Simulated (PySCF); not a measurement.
# 33S chemical shifts

Level of theory: GIAO PBE0/pcSseg-1 shieldings, GFN2-xTB geometry, in PySCF (gas phase, averaged over atoms made equivalent by symmetry, fast rotation or ring inversion, relativity neglected, one computed conformer).

Shieldings were converted by a linear fit to measured shifts: 33S: δ = 158.28 − 0.937σ (rms 33.3 ppm, 20 shifts vs sulfate, solution or neat liquid). A few per cent of atoms miss by over 2 rms, more outside the fitted compound classes.

Q: Give the 33S shifts of `CC(=O)Oc1cccs1`, `C=CS[C@@H](C)C[S@](C)=O`, `O=S1(=O)OC[C@H](F)O1`.

A: 
| compound | environment | δ (ppm) |
| --- | --- | --- |
| CC(=O)Oc1cccs1 | aromatic ring sulfur | -126 |
| [CH2:1]=[CH:2][S:3][C@@H:4]([CH3:5])[CH2:6][S@:7]([CH3:8])=[O:9] | S7: sulfoxide sulfur | -22 |
| [CH2:1]=[CH:2][S:3][C@@H:4]([CH3:5])[CH2:6][S@:7]([CH3:8])=[O:9] | S3: sulfide sulfur | -218 |
| O=S1(=O)OC[C@H](F)O1 | sulfonyl sulfur | -4 |

Q: Match the shifts -1, -87, -207, -635 ppm to `COC(=O)c1cccs1`, `c1scc2c1OCCO2`, `CC1=C[P@H](=S)C=C1[SiH3]`, `Clc1nsc2ccccc12`.

A: -1: Clc1nsc2ccccc12 (aromatic ring sulfur); -87: COC(=O)c1cccs1 (aromatic ring sulfur); -207: c1scc2c1OCCO2 (aromatic ring sulfur); -635: CC1=C[P@H](=S)C=C1[SiH3] (sulfur bonded to P).
